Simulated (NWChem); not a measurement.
C2H6O2Si; SMILES O=C(O)C[SiH3]

```xyz
11

O     -1.3161     0.9152     0.0000
C     -0.1019     1.0263     0.0000
O      0.5194     2.2316     0.0000
C      0.8715    -0.1290     0.0000
Si    -0.0243    -1.8109     0.0000
H     -0.2033     2.8973     0.0000
H      1.5429    -0.0376     0.8808
H      1.5429    -0.0376    -0.8808
H     -0.8681    -1.9614    -1.2316
H     -0.8681    -1.9614     1.2316
H      1.0269    -2.8895     0.0000
```
Atoms are numbered in this order, from 1.

All runs: NWChem. Pople sets run with spherical d functions. Structure relaxed at the PBE-D3(BJ)/def2-SVP level. Core excitations by TDA in a window of 1s orbitals, non-relativistic and unshifted: absolute energies depend strongly on the exact-exchange share.

Q: Predict the results for Si K edge, PBE0/6-311G**. Quantities: first 1s excitation (eV); dipole oscillator strength of the first; first state with f > 0.002 (eV); dipole oscillator strength of that state.

A: 
```yaml
first 1s excitation (eV): 1801.1
dipole_oscillator_strength_of_the_first: 0.0020
first state with f > 0.002 (eV): 1801.8
dipole_oscillator_strength_of_that_state: 0.0027
```
